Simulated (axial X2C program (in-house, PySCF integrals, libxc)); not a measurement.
**Worked dissociation energy of MgSb: PW91, scalar-relativistic**

All values were computed with an axial X2C code built on PySCF integrals. Spin-free means the one-electron spin-free X2C Hamiltonian. Basis: Sb dyall-cv3z [11s12p8d4f1g], Mg dyall-cv3z [9s8p6d3f] (cores contracted in-house); Gaussian nuclei, density fitting, unrestricted open shells. Masses: Sb 120.904 u, Mg 23.985 u.

Molecular state: M_S = 3/2, Λ = 0 (beyond evenly filled blocks: σα, π+α, π-α).

| Property | Result |
| --- | --- |
| E(Sb) (2M_S = 3, M_L = 0) | -6481.323067 hartree |
| E(Mg) (2M_S = 0, M_L = 0) | -200.371071 hartree |
| E(MgSb) at Re | -6681.720084 hartree |
| ωe | 200.9 cm⁻¹ |
| ωexe | 1.31 cm⁻¹ |

(1) Work out De and D0.

Occupations by symmetry block were frozen at the best pattern of an incomplete PBE0 search. Dissociation energies refer to the lowest single-determinant-based atoms at the same level and basis. PBE0 can misorder states that lie within some tenths of an eV, so this need not be the ground state of the molecule. The nearest other spin-free determinant of the search, M_S = 1/2, Λ = 0, lies 0.17 eV up at the distance of the search. At some level and bond length an empty orbital lies below a filled one. Spin–orbit coupling changes these values markedly for this molecule (Re by over 0.02 Å or De by over 0.25 eV), so the spin-free numbers are a model.

Each atomic determinant is the lowest at this level and need not be a pure term. Totals compare only within one Hamiltonian and basis.

Answers

(1) De = -6481.323067 + (-200.371071) − (-6681.720084) = 0.02595 hartree = 0.706 eV. The zero-point energy is ωe/2 − ωexe/4 = 100 cm⁻¹ = 0.012 eV, so D0 = 0.694 eV.
